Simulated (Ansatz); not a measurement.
C2H6BClS, SMILES `CC(Cl)BS`, relaxed with RKS PBE-D4/def2-SVP in Ansatz 0.2.0 from a rough embedded geometry. The force threshold is 0.03 eV/Å; the program also tests the step.

The species carries charge 0 and has multiplicity 1.

Start:

```xyz
11

C     0.832    0.920    0.349
C     0.625   -0.418   -0.359
Cl    1.796   -1.544    0.299
B    -0.853   -1.053   -0.101
S    -2.354   -0.079   -0.839
H     1.845    1.299    0.102
H     0.640    0.863    1.395
H     0.105    1.644   -0.152
H     0.841   -0.349   -1.472
H    -1.001   -1.989    0.472
H    -2.477    0.705    0.306
```

Problem. How much energy does the relaxation release, and in how many steps? (An estimate is asked.)

Solution. Computed: 1.33 eV, in 21 steps.

Problem. Which bonds change most? (Estimate.)

Solution. The calculation gave: B4–S5 from 1.935 to 1.786 Å; B4–H10 from 1.107 to 1.213 Å; C2–Cl3 from 1.752 to 1.849 Å; C1–H7 from 1.065 to 1.109 Å.

Problem. Give the relaxed structure. (Estimate.)

Solution. Ansatz gave: 
```xyz
11

C     0.738    1.054    0.067
C     0.569   -0.406   -0.306
Cl    1.311   -1.489    0.995
B    -0.868   -1.079   -0.332
S    -2.357   -0.388    0.372
H     1.808    1.330    0.157
H     0.250    1.291    1.034
H     0.284    1.694   -0.719
H     1.137   -0.647   -1.227
H    -1.021   -2.161   -0.859
H    -1.851    0.801    0.819
```
